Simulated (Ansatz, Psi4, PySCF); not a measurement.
C₃H₇O, charge -1, singlet, at a GFN2-xTB geometry (in this run its highest filled SCF level lies above zero, so its values depend strongly on the basis, on diffuse functions most of all). Base run: CCSD(T)/STO-3G run with PySCF.

Here is a job for PySCF.
```python
from pyscf import gto, scf, cc

mol = gto.Mole()
mol.atom = '''
    O     0.088997    1.430884   -0.081187
    C     0.013438    0.200251    0.328992
    H     0.010017    0.091697    1.487979
    C    -1.296849   -0.566139   -0.115409
    C     1.215780   -0.722829   -0.122668
    H    -1.330104   -0.626892   -1.202977
    H     1.234970   -0.786853   -1.210386
    H    -2.169563   -0.008754    0.222425
    H     2.152911   -0.278309    0.209939
    H    -1.336527   -1.575855    0.302077
    H     1.132107   -1.729802    0.294946
'''
mol.basis = 'sto-3g'
mol.charge = -1
mol.spin = 0
mol.verbose = 4
mol.build()

mf = scf.RHF(mol)
mf.kernel()

mycc = cc.CCSD(mf)
mycc.kernel()
et = mycc.ccsd_t()
print('E(CCSD(T)) = %.10f' % (mycc.e_tot + et))
```

The same geometry, method and basis name were run in Ansatz (a program for electronic structure) and Psi4 and PySCF, at each program's defaults and at the settings that a row names. The base is PySCF at its defaults. Differences at the defaults can come from grids, fitting, cores and function types together.

| code and settings | ΔE vs base (µEh) | basis functions | E (Eh) | SCF cycles |
|---|---|---|---|---|
| PySCF, defaults (exact integrals, spherical functions, all electrons correlated) | 0.0 | 27 | -190.12823 | 9 |
| Psi4, defaults (exact integrals, spherical functions, all electrons correlated) | 0.0 | 27 | -190.12823 | 10 |
| Ansatz, defaults (factorised integrals, spherical functions, frozen core) | 1336 | 27 | -190.12690 | - |
| PySCF, frozen core | 1321 | 27 | -190.12691 | 9 |
| Psi4, exact integrals, spherical functions, frozen core | 1321 | 27 | -190.12691 | 10 |
| Ansatz, high accuracy, frozen core | 1321 | 27 | -190.12691 | - |
